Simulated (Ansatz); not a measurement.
Stepwise reaction of `O[SiH]([SiH3])[SiH3]` with hydrogen, as a gas-phase model of exchange steps in deposition or etching. ΔE in kJ/mol; ΔG adds harmonic PBE0-D4 terms to CCSD(T)/CBS, at 1 bar.

Calculated with Ansatz (gas phase, PBE0-D4/def2-TZVP geometries, no zero-point term in ΔE). CBS: MP2 limit from def2 TZ/QZ plus the TZ coupled-cluster correction, frozen cores. This one scheme is used for every species. Functionals use def2-TZVPP. B3LYP here is the variant with VWN-RPA as its local correlation; programs differ in this. Each species was taken in one conformer, which may not be the lowest.

```
step                                              reaction  PBE-D4  B3LYP-D4  ωB97M-V  CCSD(T)/CBS  ΔG(500 K)
   1  `O[SiH]([SiH3])[SiH3]` + H₂ → `O[SiH2][SiH3]` + SiH₄    -4.2     -18.9    -24.2        -19.3      -17.6
   2               `O[SiH2][SiH3]` + H₂ → `O[SiH3]` + SiH₄    -9.9     -26.1    -31.0        -26.6      -24.7
```

Problem. By hand: ΔE of the 2 steps together at CCSD(T)/CBS.

Solution. (-19.3) + (-26.6) = -45.9 kJ/mol, or -23.0 kJ/mol a step.

In ΔE each step is lower than the one before. All are downhill at CCSD(T)/CBS. ΔG lies between -24.7 and -17.6 kJ/mol a step. PBE-D4 differs from CCSD(T)/CBS by 15.1 to 16.7 kJ/mol a step. Only this route is followed, and other bonds may react first. Isolated molecules leave out the surface, adducts and barriers. Largest T1 diagnostic: 0.013.
